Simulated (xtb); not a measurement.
H$_{2}$MoO$_{4}$, charge -1, doublet, geometry from GFN2-xTB (such geometries of metal compounds can be far from the true shape) (the multiplicity is a formal guess).

xtb was given this input:
```
$ xtb mol.xyz --gfn 1 --chrg -1 --uhf 1 --ohess --json

# file mol.xyz
7

Mo     0.15149038     0.00251158     0.01859891
O      1.26724167    -0.16632926    -1.20631608
O      0.93177013     0.20278703     1.47629510
O     -1.24429305    -0.98285415    -0.93786295
H     -0.91723910    -1.36587719    -1.75472871
O     -1.46557986     0.93792672     0.60516404
H     -1.35846784     1.32814787     1.47533361
```

Task: What is the computed total energy at the end of the optimisation (GFN1-xTB (xtb 6.7.1))?

Result: -22.294870 Ha

Task: Estimate the zero-point energy that GFN1-xTB returns for this input.

Result: 18.3 kcal/mol

Task: What is the computed harmonic frequencies (imaginary ones negative) (GFN1-xTB)?

Result: 119, 170, 207, 235, 266, 274, 316, 387, 474, 516, 528, 883, 915, 3743, 3743 cm⁻¹
